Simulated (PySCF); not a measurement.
Ti (titanium, neutral) across methods

[Ar] 3d4, high-spin 5D determinant (an excited configuration). Calculation: PySCF 2.14, in aug-cc-pVDZ-DK (7s6p4d2f, 59 functions); scalar relativity by spin-free X2C-1e.

```json
{"method": "PBE", "E (hartree)": "-853.396", "mean ε 3p α (eV)": "-34.439", "mean ε 3p β (eV)": "-32.012", "mean ε 3d α (eV)": "-1.332", "Σ⟨r²⟩ (bohr²)": "44.95", "⟨S²⟩": "6.000"}
{"method": "PW91", "E (hartree)": "-853.657", "mean ε 3p α (eV)": "-34.462", "mean ε 3p β (eV)": "-32.045", "mean ε 3d α (eV)": "-1.365", "Σ⟨r²⟩ (bohr²)": "44.78", "⟨S²⟩": "6.000"}
{"method": "r2SCAN0", "E (hartree)": "-853.544", "mean ε 3p α (eV)": "-38.049", "mean ε 3p β (eV)": "-34.381", "mean ε 3d α (eV)": "-2.091", "Σ⟨r²⟩ (bohr²)": "41.55", "⟨S²⟩": "6.001"}
{"method": "B3LYP", "E (hartree)": "-853.625", "mean ε 3p α (eV)": "-36.691", "mean ε 3p β (eV)": "-33.757", "mean ε 3d α (eV)": "-1.920", "Σ⟨r²⟩ (bohr²)": "42.75", "⟨S²⟩": "6.000"}
{"method": "r2SCAN", "E (hartree)": "-853.570", "mean ε 3p α (eV)": "-35.556", "mean ε 3p β (eV)": "-32.502", "mean ε 3d α (eV)": "-1.279", "Σ⟨r²⟩ (bohr²)": "44.15", "⟨S²⟩": "6.000"}
{"method": "PBE0", "E (hartree)": "-853.410", "mean ε 3p α (eV)": "-37.278", "mean ε 3p β (eV)": "-34.042", "mean ε 3d α (eV)": "-2.075", "Σ⟨r²⟩ (bohr²)": "42.05", "⟨S²⟩": "6.000"}
{"method": "UHF", "E (hartree)": "-852.57720", "mean ε 3p α (eV)": "-45.700", "mean ε 3p β (eV)": "-39.766", "mean ε 3d α (eV)": "-4.450", "Σ⟨r²⟩ (bohr²)": "38.66", "⟨S²⟩": "6.002"}
{"method": "LDA", "E (hartree)": "-851.525", "mean ε 3p α (eV)": "-34.372", "mean ε 3p β (eV)": "-32.061", "mean ε 3d α (eV)": "-1.429", "Σ⟨r²⟩ (bohr²)": "44.02", "⟨S²⟩": "6.000"}
```

Q: Estimate the same row for MN15.

A: E (hartree) = -853.955; mean ε 3p α (eV) = -37.266; mean ε 3p β (eV) = -34.828; mean ε 3d α (eV) = -2.320; Σ⟨r²⟩ (bohr²) = 40.02; ⟨S²⟩ = 6.001.
